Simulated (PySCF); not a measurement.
PySCF input file for Al(H)(NH2)(NMe2) (C₂H₉AlN₂), SMILES C[N](C)[AlH][NH2], TDA-PBE/def2-SVPD. Geometry: TPSSh-D3(BJ)/def2-SVP. The structure was generated by enumeration; whether it is a known compound was not checked. One conformer was computed; it need not be the lowest.

```python
import numpy as np
from pyscf import gto, scf, dft, tdscf

mol = gto.M(
    atom='''
    Al   -0.66343413   -0.87463471   -0.00000000
    H    -2.23364806   -1.05012603    0.00000000
    N     0.39773574   -2.30517125    0.00000000
    H     0.04733009   -3.26010737    0.00000000
    H     1.41419103   -2.32000757    0.00000000
    N     0.03232711    0.77847477    0.00000000
    C    -0.79589791    1.96984014    0.00000000
    C     1.45014320    1.07900501   -0.00000000
    H    -0.60978032    2.60298502    0.89182790
    H    -0.60978033    2.60298501   -0.89182790
    H    -1.86381171    1.69864686   -0.00000000
    H     1.74827801    1.66802350   -0.89163643
    H     1.74827801    1.66802350    0.89163643
    H     2.04767521    0.15363280   -0.00000000
    ''',
    basis='def2-SVPD',
    charge=0,
    spin=0,
    symmetry=True,
    max_memory=1600,
    verbose=4,
)
mf = dft.RKS(mol, xc='pbe').density_fit(auxbasis='def2-universal-jkfit')
mf.grids.level = 3
mf.conv_tol = 1e-9
mf.max_cycle = 100
mf.kernel()
mf.grids = dft.Grids(mol).set(level=1).build(with_non0tab=True)  # coarser grid for the response kernel
td = tdscf.TDA(mf)
td.singlet = True
td.nstates = 10
td.conv_tol = 1e-4
td.positive_eig_threshold = 1e-6
td.kernel(x0=td.get_init_guess(mf, 15))
td.analyze()
tt = tdscf.TDA(mf)
tt.singlet = False
tt.nstates = 4
tt.conv_tol = 1e-4
tt.positive_eig_threshold = 1e-6
tt.kernel(x0=tt.get_init_guess(mf, 9))
tt.analyze(verbose=3)
```

Program output:

```
PySCF version 2.14.0

[INPUT] verbose = 4
[INPUT] num. atoms = 14
[INPUT] num. electrons = 48
[INPUT] charge = 0
[INPUT] spin (= nelec alpha-beta = 2S) = 0
[INPUT] symmetry True subgroup None
[INPUT] Mole.unit = angstrom
[INPUT] Symbol           X                Y                Z      unit          X                Y                Z       unit  Magmom
[INPUT]  1 Al    -0.663434130000  -0.874634710000   0.000000000000 AA   -1.253708807389  -1.652820060938   0.000000000000 Bohr   0.0
[INPUT]  2 H     -2.233648060000  -1.050126030000   0.000000000000 AA   -4.220983092066  -1.984450592977   0.000000000000 Bohr   0.0
[INPUT]  3 N      0.397735740000  -2.305171250000   0.000000000000 AA    0.751611618551  -4.356142332721   0.000000000000 Bohr   0.0
[INPUT]  4 H      0.047330090000  -3.260107370000   0.000000000000 AA    0.089440907551  -6.160710065976   0.000000000000 Bohr   0.0
[INPUT]  5 H      1.414191030000  -2.320007570000   0.000000000000 AA    2.672433734517  -4.384178914218   0.000000000000 Bohr   0.0
[INPUT]  6 N      0.032327110000   0.778474770000   0.000000000000 AA    0.061089384299   1.471104110184   0.000000000000 Bohr   0.0
[INPUT]  7 C     -0.795897910000   1.969840140000   0.000000000000 AA   -1.504029073014   3.722458373775   0.000000000000 Bohr   0.0
[INPUT]  8 C      1.450143200000   1.079005010000   0.000000000000 AA    2.740373489400   2.039023955934   0.000000000000 Bohr   0.0
[INPUT]  9 H     -0.609780320000   2.602985020000   0.891827900000 AA   -1.152317800950   4.918928794146   1.685310481246 Bohr   0.0
[INPUT] 10 H     -0.609780330000   2.602985010000  -0.891827900000 AA   -1.152317819847   4.918928775248  -1.685310481246 Bohr   0.0
[INPUT] 11 H     -1.863811710000   1.698646860000   0.000000000000 AA   -3.522093679657   3.209977347752   0.000000000000 Bohr   0.0
[INPUT] 12 H      1.748278010000   1.668023500000  -0.891636430000 AA    3.303766628500   3.152107584338  -1.684948655385 Bohr   0.0
[INPUT] 13 H      1.748278010000   1.668023500000   0.891636430000 AA    3.303766628500   3.152107584338   1.684948655385 Bohr   0.0
[INPUT] 14 H      2.047675210000   0.153632800000   0.000000000000 AA    3.869545338961   0.290323915750   0.000000000000 Bohr   0.0

nuclear repulsion = 225.075989169398
point group symmetry = Cs
symmetry origin: [-2.75585066e-09  1.18107890e-09  0.00000000e+00]
symmetry axis x: [ 1.00000000e+00 -5.54635922e-11  2.14439618e-10]
symmetry axis y: [-5.54635922e-11 -1.00000000e+00 -7.58302062e-11]
symmetry axis z: [ 2.14439618e-10  7.58303294e-11 -1.00000000e+00]
num. orbitals of irrep A' = 119
num. orbitals of irrep A" = 57
number of shells = 78
number of NR pGTOs = 252
number of NR cGTOs = 176
basis = def2-SVPD
ecp = {}


[settings echo left out]
init E= -433.003675598382
HOMO (A") = -0.271207272359498  LUMO (A") = -0.0632109256199906  gap/eV = 5.65987
cycle= 1 E= -432.894487868026  delta_E= 0.109  |g|= 0.715  |ddm|=  5.7
HOMO (A") = -0.061841854996775  LUMO (A') = 0.00596303508500862  gap/eV = 1.84507
cycle= 2 E= -432.422237663282  delta_E= 0.472  |g|= 1.53  |ddm|= 2.34
HOMO (A") = -0.188245387829979  LUMO (A') = -0.0221350992703426  gap/eV = 4.52009
cycle= 3 E= -433.01749965922  delta_E= -0.595  |g|= 0.155  |ddm|= 1.57
HOMO (A") = -0.177248515260493  LUMO (A') = -0.02217212157578  gap/eV = 4.21984
cycle= 4 E= -433.022639442645  delta_E= -0.00514  |g|= 0.077  |ddm|= 0.238
HOMO (A") = -0.181928395533066  LUMO (A') = -0.0215604784227041  gap/eV = 4.36383
cycle= 5 E= -433.023675122681  delta_E= -0.00104  |g|= 0.0323  |ddm|= 0.101
HOMO (A") = -0.179301775393574  LUMO (A') = -0.0217005052587549  gap/eV = 4.28855
cycle= 6 E= -433.023916005842  delta_E= -0.000241  |g|= 0.0104  |ddm|= 0.0385
HOMO (A") = -0.179879651945404  LUMO (A') = -0.0217092259355938  gap/eV = 4.30404
cycle= 7 E= -433.023944286118  delta_E= -2.83e-05  |g|= 0.00146  |ddm|= 0.0128
HOMO (A") = -0.179934936810205  LUMO (A') = -0.0217835913062099  gap/eV = 4.30352
cycle= 8 E= -433.023944836042  delta_E= -5.5e-07  |g|= 0.000367  |ddm|= 0.0027
HOMO (A") = -0.179941291929522  LUMO (A') = -0.0217777064328493  gap/eV = 4.30385
cycle= 9 E= -433.023944878196  delta_E= -4.22e-08  |g|= 6.59e-05  |ddm|= 0.000751
HOMO (A") = -0.179950225179042  LUMO (A') = -0.0217817887801468  gap/eV = 4.30398
cycle= 10 E= -433.023944879774  delta_E= -1.58e-09  |g|= 1.71e-05  |ddm|= 0.000154
HOMO (A") = -0.179950160268281  LUMO (A') = -0.0217814940393084  gap/eV = 4.30399
cycle= 11 E= -433.02394487984  delta_E= -6.59e-11  |g|= 9.09e-06  |ddm|= 4.07e-05
HOMO (A") = -0.179948773855893  LUMO (A') = -0.0217813078403282  gap/eV = 4.30396
Extra cycle  E= -433.023944879805  delta_E= 3.5e-11  |g|= 1.52e-05  |ddm|= 2.9e-05
converged SCF energy = -433.023944879805
tot grids = 49200
Overwritten attributes  positive_eig_threshold  of <class 'pyscf.tdscf.rks.TDA'>


******** <class 'pyscf.tdscf.rks.TDA'> for <class 'pyscf.df.df_jk.DFSymAdaptedRKS'> ********
nstates = 10 singlet
deg_eia_thresh = 1.000e-03
wfnsym = None
conv_tol = 0.0001
eigh lindep = 1e-12
eigh level_shift = 0
eigh max_cycle = 100


Excitation energies (eV)
[4.32271578 4.94335181 5.14738335 5.55921275 5.65957143 5.82576403
 6.08308594 6.19852411 6.33222131 6.46546255]

** Singlet excitation energies and oscillator strengths **
Excited State   1:   A"      4.32272 eV    286.82 nm  f=0.0000
      24 -> 25       -0.70646
Excited State   2:   A'      4.94335 eV    250.81 nm  f=0.1535
      24 -> 26       -0.69032
Excited State   3:   A"      5.14738 eV    240.87 nm  f=0.0035
      24 -> 27       -0.70498
Excited State   4:   A"      5.55921 eV    223.02 nm  f=0.0001
      23 -> 25        0.42158
      24 -> 28       -0.56394
Excited State   5:   A"      5.65957 eV    219.07 nm  f=0.1063
      23 -> 25        0.55611
      24 -> 28        0.41699
Excited State   6:   A"      5.82576 eV    212.82 nm  f=0.0000
      24 -> 29       -0.70477
Excited State   7:   A'      6.08309 eV    203.82 nm  f=0.0574
      23 -> 26       -0.67960
Excited State   8:   A"      6.19852 eV    200.02 nm  f=0.0028
      24 -> 30        0.70542
Excited State   9:   A"      6.33222 eV    195.80 nm  f=0.0042
      23 -> 27       -0.69787
Excited State  10:   A"      6.46546 eV    191.76 nm  f=0.0117
      24 -> 31       -0.70069

** Transition electric dipole moments (AU) **
state          X           Y           Z        Dip. S.      Osc.
  1        -0.0000      0.0000      0.0092      0.0001      0.0000
  2        -0.3725     -1.0622      0.0000      1.2671      0.1535
  3        -0.0000      0.0000     -0.1662      0.0276      0.0035
  4         0.0000     -0.0000     -0.0290      0.0008      0.0001
  5        -0.0000      0.0000     -0.8758      0.7670      0.1063
  6         0.0000     -0.0000     -0.0160      0.0003      0.0000
  7        -0.5467      0.2934     -0.0000      0.3849      0.0574
  8         0.0000     -0.0000      0.1350      0.0182      0.0028
  9         0.0000     -0.0000     -0.1639      0.0268      0.0042
 10        -0.0000      0.0000     -0.2719      0.0739      0.0117

** Transition velocity dipole moments (imaginary part, AU) **
state          X           Y           Z        Dip. S.      Osc.
  1        -0.0000     -0.0000     -0.0251      0.0006      0.0026
  2        -0.0309     -0.1114      0.0000      0.0134      0.0491
  3        -0.0000      0.0000     -0.0322      0.0010      0.0037
  4         0.0000     -0.0000     -0.0067      0.0000      0.0001
  5         0.0000      0.0000     -0.1389      0.0193      0.0618
  6        -0.0000     -0.0000     -0.0054      0.0000      0.0001
  7        -0.0580      0.0370     -0.0000      0.0047      0.0141
  8        -0.0000      0.0000      0.0129      0.0002      0.0005
  9         0.0000      0.0000     -0.0448      0.0020      0.0058
 10         0.0000      0.0000     -0.0621      0.0039      0.0108

** Transition magnetic dipole moments (imaginary part, AU) **
state          X           Y           Z
  1        -0.1482     -0.2823     -0.0000
  2        -0.0000      0.0000     -0.1771
  3         0.5538      0.0234      0.0000
  4        -0.7532      0.0714     -0.0000
  5        -0.5046     -0.1389      0.0000
  6        -0.0797     -0.1475     -0.0000
  7        -0.0000     -0.0000      0.3659
  8        -0.4153      0.2898     -0.0000
  9         0.0379     -0.1329     -0.0000
 10         0.0347      0.1475      0.0000


******** <class 'pyscf.tdscf.rks.TDA'> for <class 'pyscf.df.df_jk.DFSymAdaptedRKS'> ********
nstates = 4 triplet
deg_eia_thresh = 1.000e-03
wfnsym = None
conv_tol = 0.0001
eigh lindep = 1e-12
eigh level_shift = 0
eigh max_cycle = 100


Excitation energies (eV)
[4.07689056 4.20981541 5.04533427 5.1605192 ]

** Triplet excitation energies and oscillator strengths **
Excited State   1:   A'      4.07689 eV    304.11 nm  f=0.0000
Excited State   2:   A"      4.20982 eV    294.51 nm  f=0.0000
Excited State   3:   A"      5.04533 eV    245.74 nm  f=0.0000
Excited State   4:   A'      5.16052 eV    240.26 nm  f=0.0000
```

The run converged.
